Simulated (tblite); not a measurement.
Compound: C3H8B2O.
Bonds: B1–O2, O2–B3, B3–C4, C4–C5 (double), C4–C6. Hydrogens: H7, H8 on B1; H9 on B3; H10, H11 on C5; H12, H13, H14 on C6.

Computed with GFN2-xTB (tblite), gas phase: Langevin dynamics at 300 K from the optimised GFN2-xTB geometry, time step 0.5 fs, friction 0.01 fs⁻¹, 2000 steps. The instantaneous temperature is 2·E(kin)/(3Nk) with all 3N coordinates.

```
t (fs)  T (K)  E(pot) above start (eV)  B1–O2 (Å)  O2–B3 (Å)  B3–C4 (Å)  C4=C5 (Å)  C4–C6 (Å)  B1–H7 (Å)  O2–B3–C4–C5 (°)
     0    232                    0.000      1.294      1.302      1.580      1.331      1.504      1.182              180
    50    187                    0.476      1.295      1.311      1.596      1.354      1.529      1.152              159
   100    291                    0.347      1.303      1.266      1.589      1.334      1.520      1.151              175
   150    243                    0.353      1.290      1.337      1.512      1.320      1.491      1.208              162
   200    325                    0.539      1.294      1.300      1.591      1.357      1.515      1.250              154
   250    351                    0.387      1.341      1.351      1.556      1.322      1.511      1.237              164
   300    309                    0.448      1.280      1.339      1.550      1.352      1.499      1.179              167
   350    203                    0.446      1.299      1.272      1.624      1.312      1.465      1.123              170
   400    252                    0.421      1.286      1.323      1.566      1.346      1.525      1.144              158
   450    215                    0.378      1.269      1.317      1.602      1.336      1.528      1.270              148
   500    284                    0.340      1.314      1.288      1.619      1.343      1.520      1.183              165
   550    306                    0.364      1.324      1.302      1.593      1.331      1.502      1.147              167
   600    396                    0.540      1.275      1.356      1.578      1.340      1.529      1.205              179
   650    248                    0.707      1.279      1.287      1.605      1.311      1.516      1.207              171
   700    343                    0.394      1.321      1.305      1.551      1.335      1.467      1.182              176
   750    273                    0.630      1.250      1.338      1.635      1.356      1.510      1.192             -171
   800    309                    0.440      1.322      1.248      1.564      1.349      1.496      1.157             -179
   850    256                    0.308      1.290      1.297      1.536      1.333      1.517      1.152              174
   900    302                    0.292      1.283      1.287      1.574      1.331      1.517      1.177             -171
   950    282                    0.337      1.309      1.300      1.582      1.309      1.538      1.207              180
  1000    280                    0.451      1.282      1.318      1.588      1.349      1.514      1.185              175
```

**Question.** From 500 fs on, how do temperature and potential energy compare with equipartition?

**Answer.** The mean temperature of these 11 frames is 298 K against the target 300 K, and the mean potential energy 0.44 eV against 36 × kT/2 = 0.47 eV for 36 classical harmonic modes. For 14 atoms in a canonical ensemble the temperature itself scatters by T·√(2/(3N)) = 65 K; here its standard deviation is 40 K. The whole run lasts only 10 friction times of 100 fs, so these averages carry a wide statistical error.

**Question.** What are the kinetic and total energies of the listed frame with the highest potential energy?

**Answer.** The one at 650 fs, 0.707 eV above the start. Its kinetic energy is 3NkT/2 = 0.450 eV at 248 K, so the sum is 1.16 eV; over the listed frames the sum runs from 0.42 to 1.26 eV, since the thermostat adds and removes energy.

**Question.** How much do the listed bonds fluctuate from 500 fs on?

**Answer.** 
```
 bond  at the start (Å)  mean (Å)  standard deviation (Å)
B1–O2             1.294     1.295                   0.023
O2–B3             1.302     1.302                   0.027
B3–C4             1.580     1.584                   0.027
C4=C5             1.331     1.335                   0.014
C4–C6             1.504     1.511                   0.018
B1–H7             1.182     1.181                   0.020
```

The motion is classical and holds no zero-point motion.

The cost below is that of the whole dynamics run. The run took 24 s of wall time on an Intel Xeon at 2.50 GHz with one thread, shared host with 64 logical CPUs at a one-minute load of 56, and the process peaked at 0.18 GiB of memory.
